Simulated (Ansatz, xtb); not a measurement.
Relative energy of two isomers of C5H3NO

Structure a is `C#Cc1cocn1`, a singlet and structure b is `C#Cc1cnco1`, a singlet. Both are isolated molecules in the gas phase, relaxed with B3LYP-D3(BJ)/def2-SVP.

Problem. Estimate E(b) − E(a) at the level CCSD(T)/def2-SVP + ΔMP2/def2-TZVPP.

Solution. Too close to call at this level: CCSD(T)/def2-SVP + ΔMP2/def2-TZVPP gives E(b) − E(a) = −0.47 kcal/mol.

Level by level:

| level | geometry | E(b) − E(a) (kcal/mol) | departure from the last row (kcal/mol) | job, with rough time for the two |
| --- | --- | --- | --- | --- |
| GFN2-xTB | GFN2-xTB | −0.92 | −0.45 | optimisation, 0.21 s |
| HF/STO-3G | GFN2-xTB | −0.27 | +0.20 | single point, 0.58 s |
| r2SCAN-D4/def2-SVP | GFN2-xTB | −1.35 | −0.88 | single point, 3.3 s |
| B3LYP-D3(BJ)/def2-SVP | B3LYP-D3(BJ)/def2-SVP | −1.09 | −0.62 | optimisation, 41 s |
| HF/def2-SVP | B3LYP-D3(BJ)/def2-SVP | −0.14 | +0.33 | part of the CCSD(T) run |
| MP2/def2-SVP | B3LYP-D3(BJ)/def2-SVP | −0.47 | 0.00 | part of the CCSD(T) run |
| CCSD(T)/def2-SVP | B3LYP-D3(BJ)/def2-SVP | −0.36 | +0.11 | single point |
| CCSD(T)/def2-SVP + ΔMP2/def2-TZVPP | B3LYP-D3(BJ)/def2-SVP | −0.47 |  | single point, 46 s |

As drawn, both hold the same kinds of bond in the same numbers.

The largest departure from CCSD(T)/def2-SVP + ΔMP2/def2-TZVPP is that of r2SCAN-D4/def2-SVP, 0.88 kcal/mol. The last row adds to CCSD(T) the change of the MP2 difference between the two basis sets, here −0.11 kcal/mol.

With thermal terms from frequencies at re-optimised GFN2-xTB minima (ideal gas, soft modes damped towards free rotors, one conformer each, 298.15 K, 1 atm): on the last row, ΔE + ΔZPE = −0.42, ΔH = −0.42, ΔG = −0.43 kcal/mol.

The correlated steps freeze 7 core orbitals. Codes used: Ansatz 0.2.0, xtb 6.7.1; the last row on 2 threads of Intel(R) Xeon(R) Processor @ 2.70GHz on a shared host.
